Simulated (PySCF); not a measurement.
Compound: C5H5FN (doublet state).
Geometry (GFN2-xTB, Å), atoms numbered from 1 in this order:
```xyz
12
C5H5FN angstrom
C      2.8623   -0.8662   -0.8151
C      1.7870   -0.2288   -0.5151
C      0.6804    0.4554   -0.2250
N     -0.4625   -0.1662    0.0820
C     -1.5682    0.4893    0.3403
C     -2.7422   -0.1031    0.6601
F     -1.5649    1.8678    0.2844
H      3.0974   -1.1508   -1.8309
H      3.5881   -1.1584   -0.0699
H      0.7375    1.5480   -0.2474
H     -3.6188    0.4841    0.8574
H     -2.7949   -1.1719    0.7178
```

The hyperfine couplings belong to this conformer and change with its torsions.

Identity: `C=[C]/C=N/C(=C)F` [radical].

The calculation used PySCF, UKS B3LYP, pcH-1 on C F H N, non-relativistic, mean-field spin-orbit, GIAO. The structure is a single GFN2-xTB conformer in the gas phase; no vibrational or solvent corrections. The geometry wasn't refined by DFT: couplings that depend on bond lengths, twists or pyramidal angles can differ widely from those at the functional's own minimum. The SCF solution wasn't tested for stability. ⟨S²⟩ is 0.789 where a pure state has 0.75.

The Mulliken spin populations are largest on C6 (+0.58), C2 (+0.44), N4 (+0.40) and C5 (-0.19). Three atoms exceed +0.15. The positive populations add up to 1.49 and the negative ones to -0.49, together 2S = 1. The angles at C6 add up to 360.0°, so it is planar.

**Question.** McConnell's relation a(H) = Q·ρ ties the coupling of a proton on a planar π carbon to the spin population of that carbon. What Q do the computed values give?

**Answer.** 
| H | C | ρ(C) | a(H) (G) | a/ρ (G) |
| --- | --- | --- | --- | --- |
| H10 | C3 | -0.165 | +3.28 | -19.9 |
| H11 | C6 | +0.583 | -12.87 | -22.1 |
| H12 | C6 | +0.583 | -12.46 | -21.4 |

A least-squares line through the origin gives Q = -21.6 G with Mulliken populations. Where ρ is negative the coupling is positive.

Couplings in gauss use g_iso = 2.0030.

The SMILES draws the unpaired electron on C2; the largest computed Mulliken spin population is on C6 (0.58 against 0.44).
